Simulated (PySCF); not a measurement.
Computed IR spectrum (relative IR intensity) of a molecule C6H10. Coordinates come from a B3LYP-D3(BJ)/def2-SVP optimisation. Other conformers were not sampled. Level of theory: B3LYP-D3(BJ)/def2-SVP (PySCF). Frequencies are harmonic and unscaled.

Lines under 2 % of the strongest are left out, and lines within 2 cm⁻¹ are merged.

ν (cm⁻¹): 317 (vw), 427 (vw), 550 (w), 556 (m), 672 (m), 830 (w), 846 (w), 935 (vs), 938 (s), 942 (vs), 1006 (vw), 1015 (w), 1034 (m), 1040 (m), 1076 (m), 1157 (w), 1200 (w), 1265 (w), 1307 (vw), 1319 (w), 1346 (w), 1379 (w), 1436 (w), 1442 (m), 1464 (m), 1721 (s), 3006 (vs), 3017 (m), 3043 (vs), 3076 (s), 3126 (m), 3128 (s), 3144 (w), 3151 (m), 3222 (s), 3231 (s) (against the strongest line: vs over 80 %, s over 45 %, m over 15 %, w over 4 %, vw less)

### Question
Identify the compound among the candidates.
A. CC[C@@H]1C=CC1
B. C=C=CCCC
C. CCC1=CCC1
D. C=CCCC=C

### Answer
D, C=CCCC=C
